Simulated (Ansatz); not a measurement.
**The atomisation energy (no zero-point term) down a group: C to Ge**

All atoms of one element are swapped for its congeners: C2H6O (ethanol) `CCO`; SiH2(OH)(SiH3) (disilanol); GeH2(GeH3)(OH). All are singlets with charge 0.

Shapes, held fixed at every level: PBE0-D4/def2-TZVP. Flexible molecules stand in one conformer, not always the lowest. Programs: Ansatz 0.2.0. Values in eV.

```json
{"level": "HF/def2-SVP", "C2H6O": "26.14", "SiH2(OH)(SiH3)": "21.25", "GeH2(GeH3)(OH)": "18.55"}
{"level": "r2SCAN-D4/def2-TZVPP", "C2H6O": "35.12", "SiH2(OH)(SiH3)": "29.03", "GeH2(GeH3)(OH)": "26.40"}
{"level": "B2PLYP/def2-TZVPP", "C2H6O": "34.80", "SiH2(OH)(SiH3)": "28.68", "GeH2(GeH3)(OH)": "25.96"}
{"level": "MP2/def2-TZVPP", "C2H6O": "34.71", "SiH2(OH)(SiH3)": "28.35", "GeH2(GeH3)(OH)": "25.93"}
{"level": "CCSD(T)/def2-SVP", "C2H6O": "33.53", "SiH2(OH)(SiH3)": "26.90", "GeH2(GeH3)(OH)": "24.57"}
{"level": "CCSD(T)/def2-TZVPP", "C2H6O": "34.35", "SiH2(OH)(SiH3)": "28.41", "GeH2(GeH3)(OH)": "26.08"}
```

At CCSD(T)/def2-TZVPP the atomisation energy falls at every step, from 34.35 to 26.08 eV. Every level shows the same order. Relativity is left out for Ge unless named. Correlated rows may include outer-core shells of Ge, which these sets cover unevenly. Spin-orbit coupling, which grows down the group, is left out (summed over each molecule's free atoms 0.02, 0.05, 0.25 eV).
